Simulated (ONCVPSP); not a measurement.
**Before and after: ONCV potential for Pt (Z = 78)**

```
Element                 : Pt
Generator               : ONCVPSP 4.0.1
Type                    : optimised norm-conserving Vanderbilt (ONCV)
Functional              : PBE
Relativity              : scalar-relativistic
Frozen core             : [Kr] 4d10
Valence charge          : 32
Reference configuration : 4f14 5s2 5p6 5d9 (charge +1)
Partial waves           : 5s: rc 1.15 bohr, ncon 3, nbas 6, qcut 5.4 1/bohr, 1 projector; 5p: rc 1.25 bohr, ncon 3, nbas 7, qcut 6 1/bohr, 3 projectors, debl 0.9 Ha; 5d: rc 1.95 bohr, ncon 3, nbas 7, qcut 7.5 1/bohr, 2 projectors, debl 1.4 Ha; 4f: rc 0.50 bohr, ncon 4, nbas 8, qcut 21.6 1/bohr, 1 projector
Local potential         : polynomial inside 0.45 bohr (lpopt 5, dvloc0 0 Ha)
Core correction         : Teter function, fcfact 3.5, rcfact 1.7
```

In the p channel the program set the typed energies aside and used -2.363, 0.250, 1.150 Ha.

All-electron outer shells of the reference configuration (PBE, scalar-relativistic, ld1.x):

```
shell  level (eV)  outermost node (bohr)  outermost maximum (bohr)
   5s     -110.05                   0.49                      0.87
   4f      -78.27                      –                      0.38
   5p      -64.30                   0.53                      0.98
   5d      -14.30                   0.57                      1.26
```

Change: local potential polynomial inside 0.45 bohr (lpopt 5, dvloc0 9.5 Ha).

Cutoffs: the cutoffs (Ha) at which the residual kinetic energy of the hardest occupied pseudo-wave falls to 1 and 0.1 mHa per electron; they do not see the model core or the augmentation charge, which bear on the density cutoff. Errors are all-electron minus pseudo energies relative to the spin-unpolarised reference configuration.

Task: What does the change do?

Result: The bound ghosts move from d, p, s to p, s; the lowest positive-energy flag moves from none to d at 16.4 eV; the number of tests with a reliable result goes from 3 to 2; the range in which the s phases agree narrows (upper end 4.9 → -3.9). In the separable form a ghost depends on how the local part lies against the semilocal potential of the channel, so the choice of the local part can create or remove one.

```csv
quantity,base,changed
bound ghosts,"s, p, d","s, p"
GHOST(+) flags under 300 eV,none,d at 16.4 eV
"largest miss of a reference level, eV",0.05,0.05
tests with a reliable result,3 of 4,2 of 4
"error for 4f14 5s2 5p6 5d8, meV [ΔE 19.97 eV]",-2.4,-3.4
"error for 4f14 5s2 5p6 5d7, meV [ΔE 52.18 eV]",-9.0,-11
s: phases at 1.17 bohr within 0.05 rad from the reference energy up to (Ha; the scan ends near 5),4.9,-3.9
p: phases at 1.27 bohr within 0.05 rad from the reference energy up to (Ha; the scan ends near 5),to the end of the scan,to the end of the scan
d: phases at 1.98 bohr within 0.05 rad from the reference energy up to (Ha; the scan ends near 5),to the end of the scan,to the end of the scan
f: phases at 0.51 bohr within 0.05 rad from the reference energy up to (Ha; the scan ends near 5),to the end of the scan,to the end of the scan
"rms error of d²Exc/dni dnj with the model core, mHa",4.35,4.35
```

 A true bound ghost makes a file unfit for plane-wave use even where its test errors are small: the radial tests pick states by their node count and pass the ghost by.
